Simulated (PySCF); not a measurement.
# What a mistake does to a calculation on BFH3Si

These are calculations, not measurements. They come from PySCF 2.14.0, an open-source quantum chemistry program, on an isolated molecule that a program drew, which may never have been made. The molecule is BFH3Si (charge 0, doublet), drawn as the SMILES string `B[SiH]F`.

Each row is a Hartree-Fock (HF) and frozen-core CCSD(T) single point in the cc-pV(D+d)Z basis, meant for a local HF minimum. Run 1 is clean. Each other run has one planted mistake out of seven kinds, and not every kind appears here: one electron removed, one electron added, multiplicity raised by two, geometry at a saddle point, minimal basis STO-3G, one bond length entered in bohr, all coordinates scaled. The reference is restricted for singlets and unrestricted otherwise, and also for a bond in bohr. Adding or removing an electron swaps singlet and doublet. Electrons count all cores. HOMO and LUMO are orbital energies over both spins, the gradient is its largest component, and the lowest frequency (negative if imaginary) is given only where the gradient is small. Bond lengths are over the 5 bonds as drawn. T1 is the CCSD diagnostic: over 0.02 (restricted) or 0.045 (unrestricted) a single reference is doubtful.

Geometry of the clean run:
```xyz
6
BFH3Si, angstrom
B    -2.3099    1.3280   -1.8740
Si   -0.5360    0.9239   -1.2866
F     0.1305    1.5379    0.0466
H    -2.6769    0.8004   -2.8849
H    -3.0139    2.0710   -1.2572
H     0.4706    0.0483   -1.9002
```

| run | electrons | basis functions | <S^2> | HOMO (eV) | LUMO (eV) | gradient (hartree/bohr) | lowest frequency (cm^-1) | mean bond (Å) | longest bond (Å) | T1 | HF (hartree) | CCSD(T) (hartree) | mistake |
|---|---|---|---|---|---|---|---|---|---|---|---|---|---|
| 1 | 31 | 66 | 0.761 | -8.44 | 0.51 | 2.5e-05 | 151 | 1.4771 | 1.912 | 0.0172 | -414.79757 | -415.19587 | no fault |
| 2 | 31 | 66 | 0.760 | -8.49 | 0.59 | 3.7e-02 | - | 1.4239 | 1.843 | 0.0156 | -414.79026 | -415.18562 | all coordinates scaled |
| 3 | 31 | 22 | 0.756 | -5.08 | 5.27 | 2.3e-02 | - | 1.4771 | 1.912 | 0.0245 | -409.68804 | -409.81072 | minimal basis STO-3G |
| 4 | 32 | 66 | 0.000 | -0.80 | 8.62 | 4.9e-02 | - | 1.4771 | 1.912 | 0.0163 | -414.80164 | -415.23760 | ? |
| 5 | 30 | 66 | 0.000 | -19.25 | -7.15 | 7.2e-02 | - | 1.4771 | 1.912 | 0.0167 | -414.51178 | -414.89452 | ? |

**Which mistake was planted in run 4, and what did it cost?**

It counts 32 electrons, one more than the clean run, at the same geometry and basis. So the mistake is: one electron added. Subtracting run 1 and multiplying by 627.51 kcal/mol a hartree, the energy moved by -2.6 kcal/mol in HF and -26.2 kcal/mol in CCSD(T).

**Which mistake was planted in run 5, and what did it cost?**

It counts 30 electrons, one fewer than the clean run, at the same geometry and basis. So the mistake is: one electron removed. Subtracting run 1 and multiplying by 627.51 kcal/mol a hartree, the energy moved by 179.3 kcal/mol in HF and 189.1 kcal/mol in CCSD(T).

